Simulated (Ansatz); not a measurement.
`CC(=O)[SiH2]N` + H₂O → `N[SiH2]C(=O)O` + CH₄  (formal hydrolysis of a C–C bond)

Calculated with Ansatz (gas phase, PBE0-D4/def2-TZVP geometries, no zero-point term in ΔE). CBS: MP2 limit from def2 TZ/QZ plus the TZ coupled-cluster correction, frozen cores. This one scheme is used for every species. DFT in def2-TZVPP. One conformer a species, not always the lowest.

```tsv
species	PBE-D4 energy (Eh)
`CC(=O)[SiH2]N`	-499.60833
H₂O	-76.38027
`N[SiH2]C(=O)O`	-535.54943
CH₄	-40.46517
```

Question: Work out ΔE.

Answer: ΔE = (-535.54943) + (-40.46517) − (-499.60833) − (-76.38027) = -0.02600 Eh = -0.71 eV. CCSD(T)/CBS gives -0.56 eV.

Largest T1 diagnostic among the species: 0.015.

In def2-TZVPP, CCSD(T) changes the Hartree–Fock value by +0.07 eV (the triples alone add −0.01 eV) and MP2 by +0.06 eV. From PBE to PBE0 (25 % exact exchange), in def2-TZVPP and without D4, ΔE moves by +0.05 eV. The D4 term adds +0.04 eV with B3LYP and +0.02 eV with PBE0; it sums over pairs of atoms, weighted by their polarisabilities, and B3LYP, whose exchange is more repulsive, gets the larger term.

B3LYP here is the variant with VWN-RPA as its local correlation; programs differ in this.
